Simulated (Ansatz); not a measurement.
Molecule: C₅H₉, charge 0, multiplicity 2. It need not be the lowest isomer of its formula. SMILES: C/C([CH2])=C\C
Coordinates optimised at B3LYP-D3(BJ)/def2-TZVP (Ansatz, a first-principles code):
```xyz
14

C      1.9518    -0.2624     0.4189
C      0.6132    -0.7812     0.0246
C     -0.5497    -0.0322    -0.1342
C     -0.5323     1.4620     0.0988
C     -1.7331    -0.6388    -0.5056
H      2.3068    -0.7427     1.3381
H      2.7034    -0.4844    -0.3475
H      1.9541     0.8139     0.5844
H      0.5418    -1.8492    -0.1559
H     -1.5194     1.8908    -0.0677
H      0.1687     1.9619    -0.5731
H     -0.2297     1.7024     1.1202
H     -2.6442    -0.0712    -0.6330
H     -1.7808    -1.7058    -0.6803
```
Charge 0, spin multiplicity 2.

Property: atomisation energy (electronic, to ground-state atoms), in kcal/mol. Valence correlation only, unless marked. Open shells are spin-unrestricted. No spin-orbit coupling. Non-relativistic. The coupled-cluster limit lacks core correlation, which all-electron functionals hold. CBS(X,Y): correlation extrapolated as X^-3; Hartree-Fock from the larger set.

The UHF reference is spin-contaminated (<S^2> 0.20 over the pure value in the largest basis). 

```
level                                program  atomisation energy (kcal/mol)
----------------------------  --------------  -----------------------------
SVWN5/def2-TZVPD                      Ansatz                     (withheld)
BLYP-D4/def2-TZVPD            Ansatz + dftd4                         1357.4
CCSD/cc-pVTZ                          Ansatz                     (withheld)
CCSD(T)/CBS(cc-pVTZ,cc-pVQZ)          Ansatz                         1355.5
```

Q: Some entries are withheld; supply them.

A: 
- SVWN5/def2-TZVPD, atomisation energy (kcal/mol): 1543.0
- CCSD/cc-pVTZ, atomisation energy (kcal/mol): 1310.7
